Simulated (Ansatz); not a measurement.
A run of Ansatz (development build ahead of 0.2.0) on quartet TaH2 at this shape:

```xyz
3

Ta    0.0000    0.0000    0.0000
H     0.0000    1.7039    0.7945
H     0.0000   -1.7039    0.7945
```

Its results:

- Converged: yes
- Total energy: -58.03357 hartree
- Spin squared of the determinant: 3.765
- Stability test: minimum

(1) Which input gives this output? Name the method, the orbitals and the basis set, and write the input.

Results:

(1) PBE0 (unrestricted) in def2-TZVPP. The basis set brings a core potential for Ta, so the total leaves out those core electrons.

```yaml
crystal:
  periodic: [false, false, false]
  atoms:
    - { symbol: Ta, position_ang: [0.0, 0.0, 0.0] }
    - { symbol: H, position_ang: [0.0, 1.70386, 0.79452] }
    - { symbol: H, position_ang: [0.0, -1.70386, 0.79452] }
basis:
  gaussian: { orbitals: def2-TZVPP }
magnetization:
  spin_polarized: true
  initial_magnetization: 3
hamiltonian:
  xc: pbe0
```

Caution: other spin multiplicities were not run.
